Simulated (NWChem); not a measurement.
Polarisability of BCl

```xyz
2

B      0.0000     0.0000    -1.3285
Cl     0.0000     0.0000     0.3907
```
Charge 0, spin multiplicity 1.

All runs are NWChem calculations. Structure: optimised with PBE0/def2-SVP, a minimum by its harmonic frequencies.

Basis set: 6-31G*. The field's frequency is 0.0428 Ha (1065 nm). This basis has no diffuse functions, which lowers polarisabilities.

B3LYP has NWChem's definition, with VWN1-RPA local correlation. The Pople sets run with spherical d functions. The structure started from a generated list of species.

One of these methods gave an isotropic polarisability of 23.82 bohr³. Which?
A) BHandHLYP
B) HF
C) B3LYP
D) PBE

C, B3LYP. The others give 24.28 (PBE), 23.51 (BHandHLYP), 23.29 (HF).
